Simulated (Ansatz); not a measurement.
Gas-phase electronic energies from Ansatz, PBE0-D4/def2-TZVP geometries. CCSD(T)/CBS is the MP2 limit (def2-TZVPP, def2-QZVPP) plus CCSD(T) − MP2 in def2-TZVPP, frozen cores. DFT in def2-TZVPP. B3LYP here is the variant with VWN-RPA as its local correlation; programs differ in this. def2 core potentials past Kr. For Ge, Nb outer-core shells are correlated without core-valence functions, which leaves a few kJ/mol of doubt a bond. Scalar relativity is left out up to krypton. Each species was taken in one conformer, which may not be the lowest.

Consider the redistribution: `[CH3][GeH]([NH2])[CH]=O` + `[NH]=[Nb]([NH2])([Cl])[Cl]` → `[CH3][GeH]([Cl])[CH]=O` + `[NH]=[Nb]([NH2])([NH2])[Cl]`.

Task: Is it downhill or uphill in electronic energy at CCSD(T)/CBS, and by how much? (An estimate is asked.)

Result: The calculation gave: Uphill: ΔE = +8.0 kJ/mol.

Task: What do these levels give: PBE-D4, PBE0-D4, B3LYP-D4, B2PLYP, PBE, PBE0, HF/def2-TZVPP, MP2/def2-TZVPP, CCSD/def2-TZVPP, CCSD(T)/def2-TZVPP, HF/def2-QZVPP, SCS-MP2/def2-QZVPP? (Best estimate.)

Result: Ansatz gave: PBE-D4 2.0, PBE0-D4 3.5, B3LYP-D4 2.2, B2PLYP 8.0, PBE 2.3, PBE0 3.7, HF/def2-TZVPP 4.5, MP2/def2-TZVPP 16.5, CCSD/def2-TZVPP 7.5, CCSD(T)/def2-TZVPP 9.1, HF/def2-QZVPP 4.7, SCS-MP2/def2-QZVPP 13.7 kJ/mol.

Largest T1 diagnostic among the species: 0.020, so the coupled-cluster value is less sure than usual.

In def2-TZVPP, CCSD(T) changes the Hartree–Fock value by +4.5 kJ/mol (the triples alone add +1.6 kJ/mol) and MP2 by +11.9 kJ/mol.
